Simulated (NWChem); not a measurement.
All runs are NWChem calculations. System: tert-butylthiol (C₄H₁₀S), charge 0, spin multiplicity 1, at a geometry optimised with PBE0/def2-SVP. Level: MP2/def2-SVP, 9 core orbitals frozen.

Input file:

```
start mol
memory heap 200 mb stack 900 mb global 1100 mb
geometry units angstroms nocenter noautoz
  C      1.102779    -0.078596    -1.256715
  C      0.252458    -0.242487     0.000000
  C      1.102779    -0.078596     1.256715
  C     -0.444146    -1.602649     0.000000
  S     -1.116538     1.000619     0.000000
  H      1.892831    -0.848335    -1.286505
  H      0.489260    -0.174390    -2.164372
  H      1.594205     0.906589    -1.280935
  H      0.489260    -0.174390     2.164372
  H      1.892831    -0.848335     1.286505
  H      1.594205     0.906589     1.280935
  H     -1.076837    -1.727417     0.892088
  H     -1.076837    -1.727417    -0.892088
  H      0.309381    -2.406390     0.000000
  H     -0.326919     2.097566     0.000000
  symmetry group Cs
end
basis spherical
  * library def2-svp
end
scf
  rhf
  nopen 0
  maxiter 100
  thresh 1e-7
  semidirect memsize 60000000 filesize 0
end
mp2
  freeze core 9
end
task mp2 energy
```

Output (cleaned and shortened):

```
             Northwest Computational Chemistry Package (NWChem) 7.3.0
             --------------------------------------------------------

                                NWChem Input Module
                                -------------------

 Scaling coordinates for geometry "geometry" by  1.889725989
 (inverse scale =  0.529177249)

 Turning off AUTOSYM since
 SYMMETRY directive was detected!

                             Geometry "geometry" -> ""
                             -------------------------

 Output coordinates in angstroms (scale by  1.889725989 to convert to a.u.)

  No.       Tag          Charge          X              Y              Z
 ---- ---------------- ---------- -------------- -------------- --------------
    1 C                    6.0000     1.10277900    -0.07859600    -1.25671500
    2 C                    6.0000     0.25245800    -0.24248700     0.00000000
    3 C                    6.0000     1.10277900    -0.07859600     1.25671500
    4 C                    6.0000    -0.44414600    -1.60264900     0.00000000
    5 S                   16.0000    -1.11653800     1.00061900     0.00000000
    6 H                    1.0000     1.89283100    -0.84833500    -1.28650500
    7 H                    1.0000     0.48926000    -0.17439000    -2.16437200
    8 H                    1.0000     1.59420500     0.90658900    -1.28093500
    9 H                    1.0000     0.48926000    -0.17439000     2.16437200
   10 H                    1.0000     1.89283100    -0.84833500     1.28650500
   11 H                    1.0000     1.59420500     0.90658900     1.28093500
   12 H                    1.0000    -1.07683700    -1.72741700     0.89208800
   13 H                    1.0000    -1.07683700    -1.72741700    -0.89208800
   14 H                    1.0000     0.30938100    -2.40639000     0.00000000
   15 H                    1.0000    -0.32691900     2.09756600     0.00000000

 Effective nuclear repulsion energy (a.u.)     244.6832340561

            Nuclear Dipole moment (a.u.)
            ----------------------------
        X                 Y               Z
 ---------------- ---------------- ----------------
    -0.0000151178     0.0000113384    -0.0000000000

      Symmetry information
      --------------------

 Group name             Cs
 Group number              2
 Group order               2
 No. of unique centers    10

      Symmetry unique atoms

     1    2    4    5    6    7    8   12   14   15


 Summary of "ao basis" -> "" (spherical)
 ------------------------------------------------------------------------------
       Tag                 Description            Shells   Functions and Types
 ---------------- ------------------------------  ------  ---------------------
 *                          def2-svp                  on all atoms

 Summary of "ao basis" -> "ao basis" (spherical)
 ------------------------------------------------------------------------------
       Tag                 Description            Shells   Functions and Types
 ---------------- ------------------------------  ------  ---------------------
 C                          def2-svp                 6       14   3s2p1d
 S                          def2-svp                 8       18   4s3p1d
 H                          def2-svp                 3        5   2s1p

                                 NWChem SCF Module
                                 -----------------

  ao basis        = "ao basis"
  functions       =   124
  atoms           =    15
  closed shells   =    25
  open shells     =     0
  charge          =   0.00
  wavefunction    = RHF
  use symmetry    = T
  symmetry adapt  = T

 Summary of "ao basis" -> "ao basis" (spherical)
 ------------------------------------------------------------------------------
       Tag                 Description            Shells   Functions and Types
 ---------------- ------------------------------  ------  ---------------------
 C                          def2-svp                 6       14   3s2p1d
 S                          def2-svp                 8       18   4s3p1d
 H                          def2-svp                 3        5   2s1p

      Symmetry analysis of basis
      --------------------------

        a'         75
        a"         49

 Forming initial guess at       0.1s

      Superposition of Atomic Density Guess
      -------------------------------------

 Sum of atomic energies:        -552.83935064

      Non-variational initial energy
      ------------------------------

 Total energy =    -556.120077
 1-e energy   =   -1241.902983
 2-e energy   =     441.099672
 HOMO         =      -0.285112
 LUMO         =       0.058638

      Symmetry analysis of molecular orbitals - initial
      -------------------------------------------------

  Numbering of irreducible representations:

     1 a'          2 a"

  Orbital symmetries:

     1 a'          2 a'          3 a"          4 a'          5 a'
     6 a'          7 a'          8 a'          9 a"         10 a'
    11 a'         12 a"         13 a'         14 a'         15 a'
    16 a'         17 a"         18 a'         19 a"         20 a"
    21 a'         22 a"         23 a'         24 a'         25 a"
    26 a'         27 a'         28 a'         29 a'         30 a"
    31 a"         32 a'         33 a'         34 a"         35 a'

 Starting SCF solution at       1.2s

 ----------------------------------------------
         Quadratically convergent ROHF

 Convergence threshold     :          1.000E-07
 Maximum no. of iterations :          100
 Final Fock-matrix accuracy:          1.000E-09
[...]
      Two-electron energy =    447.204017884823
 Nuclear repulsion energy =    244.683234056113

        Time for solution =      1.9s

       Symmetry analysis of molecular orbitals - final
       -----------------------------------------------

  Numbering of irreducible representations:

     1 a'          2 a"

  Orbital symmetries:

     1 a'          2 a'          3 a'          4 a"          5 a'
     6 a'          7 a'          8 a'          9 a"         10 a'
    11 a'         12 a'         13 a"         14 a'         15 a'
    16 a"         17 a'         18 a'         19 a"         20 a"
    21 a'         22 a"         23 a'         24 a'         25 a"
    26 a'         27 a'         28 a'         29 a'         30 a"
    31 a"         32 a'         33 a'         34 a"         35 a'

             Final eigenvalues
             -----------------

              1
    1  -91.9034
    2  -11.2713
    3  -11.2322
    4  -11.2307
    5  -11.2307
    6   -8.9385
    7   -6.6264
    8   -6.6250
    9   -6.6229
   10   -1.1095
   11   -0.9334
   12   -0.9321
   13   -0.9309
   14   -0.7340
   15   -0.6272
   16   -0.6111
   17   -0.6100
   18   -0.5553
   19   -0.5489
   20   -0.5205
   21   -0.5038
   22   -0.4854
   23   -0.4766
   24   -0.4258
   25   -0.3493
   26    0.1516
   27    0.1974
   28    0.2104
   29    0.2305
   30    0.2338
   31    0.2481
   32    0.2586
   33    0.2688
   34    0.2942
   35    0.2980

                       ROHF Final Molecular Orbital Analysis
                       -------------------------------------

 Vector   23  Occ=2.000000D+00  E=-4.766384D-01  Symmetry=a'
              MO Center=  1.7D-01, -2.0D-01, -6.0D-16, r^2= 3.5D+00
   Bfn.  Coefficient  Atom+Function         Bfn.  Coefficient  Atom+Function
  ----- ------------  ---------------      ----- ------------  ---------------
    47     -0.301872   4 C  py               19      0.295898   2 C  py
   120     -0.177081  15 H  s                18      0.167341   2 C  px
    50     -0.167681   4 C  py               85     -0.164186   8 H  s
   100     -0.164186  11 H  s

 Vector   24  Occ=2.000000D+00  E=-4.257938D-01  Symmetry=a'
              MO Center= -4.7D-01,  4.3D-01, -1.2D-15, r^2= 3.4D+00
   Bfn.  Coefficient  Atom+Function         Bfn.  Coefficient  Atom+Function
  ----- ------------  ---------------      ----- ------------  ---------------
    67      0.401836   5 S  px               64      0.331720   5 S  px
    18     -0.243588   2 C  px               60     -0.229773   5 S  s
    61      0.188977   5 S  px               19      0.168161   2 C  py
    17      0.157353   2 C  s

 Vector   25  Occ=2.000000D+00  E=-3.493067D-01  Symmetry=a"
              MO Center= -9.6D-01,  9.2D-01, -2.2D-15, r^2= 2.0D+00
   Bfn.  Coefficient  Atom+Function         Bfn.  Coefficient  Atom+Function
  ----- ------------  ---------------      ----- ------------  ---------------
    69      0.677203   5 S  pz               66      0.435872   5 S  pz
    63      0.247630   5 S  pz

 Vector   26  Occ=0.000000D+00  E= 1.515845D-01  Symmetry=a'
              MO Center=  3.1D-01,  3.0D-01, -3.3D-15, r^2= 7.7D+00
   Bfn.  Coefficient  Atom+Function         Bfn.  Coefficient  Atom+Function
  ----- ------------  ---------------      ----- ------------  ---------------
    45      1.168751   4 C  s                 3      1.124178   1 C  s
    31      1.124178   3 C  s               121     -0.716268  15 H  s
    86     -0.646249   8 H  s               101     -0.646249  11 H  s
   116     -0.585547  14 H  s                68      0.560879   5 S  py
   106     -0.518826  12 H  s               111     -0.518826  13 H  s

 Vector   27  Occ=0.000000D+00  E= 1.973984D-01  Symmetry=a'
              MO Center=  9.0D-01, -4.2D-01, -1.5D-15, r^2= 7.3D+00
   Bfn.  Coefficient  Atom+Function         Bfn.  Coefficient  Atom+Function
  ----- ------------  ---------------      ----- ------------  ---------------
     3      1.070626   1 C  s                31      1.070626   3 C  s
    76     -1.056625   6 H  s                96     -1.056625  10 H  s
    17     -0.862552   2 C  s                45      0.805978   4 C  s
    68     -0.748057   5 S  py              121      0.657851  15 H  s
   116     -0.652761  14 H  s                 8     -0.428601   1 C  py

 Vector   28  Occ=0.000000D+00  E= 2.104360D-01  Symmetry=a'
              MO Center= -2.9D-01,  2.2D-01, -2.3D-15, r^2= 7.1D+00
   Bfn.  Coefficient  Atom+Function         Bfn.  Coefficient  Atom+Function
  ----- ------------  ---------------      ----- ------------  ---------------
    60      1.006211   5 S  s               121     -0.968601  15 H  s
    67      0.749552   5 S  px               81      0.736597   7 H  s
    91      0.736597   9 H  s               106      0.710056  12 H  s
   111      0.710056  13 H  s                45     -0.674596   4 C  s
    49      0.553621   4 C  px               17     -0.514418   2 C  s

 center of mass
 --------------
 x =  -0.11972010 y =   0.08261308 z =  -0.00000000

 moments of inertia (a.u.)
 ------------------
         494.815378484689          99.744210585671          -0.000000000000
          99.744210585671         509.869026612319           0.000000000000
          -0.000000000000           0.000000000000         607.626595724452

  Mulliken analysis of the total density
  --------------------------------------

    Atom       Charge   Shell Charges
 -----------   ------   -------------------------------------------------------
    1 C    6     5.92   1.99  0.86  0.17  2.03  0.83  0.04
    2 C    6     6.54   1.99  0.87  0.55  2.00  1.08  0.07
    3 C    6     5.92   1.99  0.86  0.17  2.03  0.83  0.04
    4 C    6     5.95   1.99  0.86  0.19  2.03  0.84  0.04
    5 S   16    16.06   2.00  1.99  1.16  0.69  5.94  1.75  2.46  0.07
    6 H    1     0.97   0.75  0.19  0.02
    7 H    1     0.96   0.75  0.18  0.02
    8 H    1     0.97   0.75  0.19  0.02
    9 H    1     0.96   0.75  0.18  0.02
   10 H    1     0.97   0.75  0.19  0.02
   11 H    1     0.97   0.75  0.19  0.02
   12 H    1     0.95   0.75  0.18  0.02
   13 H    1     0.95   0.75  0.18  0.02
   14 H    1     0.96   0.75  0.19  0.02
   15 H    1     0.95   0.72  0.20  0.03

       Multipole analysis of the density wrt the origin
       ------------------------------------------------

     L   x y z        total         open         nuclear
     -   - - -        -----         ----         -------
     0   0 0 0     -0.000000      0.000000     50.000000

     1   1 0 0      0.644756      0.000000     -0.000015
     1   0 1 0     -0.190852      0.000000      0.000011
     1   0 0 1      0.000000      0.000000     -0.000000

     2   2 0 0    -32.318542      0.000000    183.392268
     2   1 1 0      1.169203      0.000000    -47.187004
     2   1 0 1     -0.000000      0.000000      0.000000
     2   0 2 0    -28.997978      0.000000    182.695847
     2   0 1 1     -0.000000      0.000000      0.000000
     2   0 0 2    -31.530677      0.000000    130.359648

                   NWChem MP2 Semi-direct Energy/Gradient Module
                   ---------------------------------------------

  Basis functions       =    124
  Molecular orbitals    =    124
  Frozen core           =      9
  Frozen virtuals       =      0
  Active alpha occupied =     16
  Active beta occupied  =     16
  Active alpha virtual  =     99
  Active beta virtual   =     99
  Use MO symmetry       = T
  Use skeleton AO sym   = T

  AO/Fock/Back tols     =   1.0D-09  1.0D-09  1.0D-09

 GA uses MA = F    GA memory limited = T

 Available:
  local mem=  1.26D+08
 global mem=  1.44D+08
 local disk=  0.00D+00
  mp2_memr nvloc                    99
  nvloc new                    99
   1 passes of  16:        3145728                      71759                  41000002.
   1 passes of  16: M    126132023           G      144148448           F     122986295.

 Semi-direct pass number   1 of   1  for RHF alpha+beta  at        3.1s
  vrange nnbf                  7608
  mp2_eaftype                   156  avail_ma_in_mb                  1099
 EAF : mp2_eaftype filesize         156   20500001.
  mp2_eaf for mointskh                    156
Node 0 wrote     96.4 Mb in      0.0 s     Agg I/O rate:  3160.2 Mb/s
 Done moints_semi at        7.9s
  mp2_eaftype                   156  avail_ma_in_mb                   943
 EAF : mp2_eaftype filesize         156   20500001.
  mp2_eaf for kh                   156
 Done maket at        8.1s
 Done multipass loop at        8.1s

          -------------------------------------------
          SCF energy                -554.590246420994
          Correlation energy          -0.722402978815
          Singlet pairs               -0.474864868817
          Triplet pairs               -0.247538109998
          Total MP2 energy          -555.312649399809
          -------------------------------------------

          ---------------------------------------------------
                    Spin Component Scaled (SCS) MP2
          Same spin pairs                     -0.165025406665
          Same spin scaling factor             0.333333333333
          Opposite spin pairs                 -0.557377572150
          Opposite spin scaling fact.          1.200000000000
          SCS-MP2 correlation energy          -0.723861555468
          Total SCS-MP2 energy              -555.314107976462
          ---------------------------------------------------

 -----------------------
 Performance information
 -----------------------

 Timer overhead =  1.57D-07 seconds/call

               Nr. of calls         CPU time (s)                 Wall time (s)                GFlops
             ---------------    -------------------     ------------------------------   -------------------
Name         Min   Avg   Max    Min     Avg     Max     Min     Avg     Max   Mx/calls   Min     Max     Sum
mp2: moin     1     1     1    4.8     4.8     4.8      4.8     4.8     4.8     4.8      0.0     0.0     0.0
mp2: make     1     1     1   0.27    0.27    0.27     0.27    0.27    0.27    0.27      0.0     0.0     0.0
mp2: tota     1     1     1    5.1     5.1     5.1      5.1     5.1     5.1     5.1      0.0     0.0     0.0

 The average no. of pstat calls per process was 3.00D+00
 with a timing overhead of 4.72D-07s

 Task  times  cpu:        8.1s     wall:        8.1s

 Total times  cpu:        8.1s     wall:        8.1s
```
